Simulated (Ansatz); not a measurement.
The first iterations of a band of H3P + H4Sn (9 atoms, charge 0, multiplicity 1).

All numbers below come from RKS BHLYP/def2-SVP in Ansatz.

* movable images: 7
* climbing image: yes
* spring: 5.0 eV/Å²
* optimiser: quadratic models (default)
* start path: through a guess of the saddle point
* force threshold: 0.03 eV/Å
* iteration limit: 60
* end points: relaxed

First end point:

```xyz
9
Properties=species:S:1:pos:R:3
Sn 0.624 -0.152 -0.289
H 0.805 -0.246 1.403
H 2.137 0.171 -1.006
H -0.467 1.099 -0.677
H 0.022 -1.633 -0.879
P -3.698 0.022 2.001
H -3.511 -0.038 0.597
H -3.125 -1.254 2.234
H -2.487 0.720 2.236
```

Last end point:

```xyz
9
Properties=species:S:1:pos:R:3
Sn -0.575 -0.210 -0.711
H 0.096 0.502 3.713
H 0.898 -0.045 0.133
H -0.713 1.040 -1.864
H -0.603 -1.721 -1.509
P -2.471 0.031 0.943
H -3.468 -0.368 0.018
H -2.307 -1.270 1.480
H -0.559 0.729 3.418
```

| iteration | highest image above the first end (eV) | largest band force component (eV/Å) |
| --- | --- | --- |
| 1 | 5.227 | 9.360 |
| 2 | 4.039 | 5.429 |
| 3 | 3.438 | 3.394 |
| 4 | 3.055 | 1.300 |
| 5 | 2.788 | 1.030 |
| 6 | 2.966 | 1.494 |
| 7 | 3.279 | 1.181 |
| 8 | 3.331 | 4.356 |
| 9 | 3.286 | 1.067 |
| 10 | 3.269 | 0.415 |

Problem. Does the band converge within its limit, and where does its top end?

Solution. The run converged. It ended after 31 iterations with the highest image 3.136 eV above the first end. Neighbouring images differ by up to 3.0 eV, so the band resolves the path poorly. A vibrational analysis at the climbing image gives one clearly imaginary mode, 1745i cm⁻¹: a first-order saddle point. The orbitals stay closed-shell, which can raise the energy where a bond breaks towards radicals; this wasn't checked here.

Run time: 15 min on 1 thread of Intel(R) Xeon(R) Platinum 8175M CPU @ 2.50GHz (Skylake/Cascade Lake), on a shared host, peak memory 0.21 GiB.
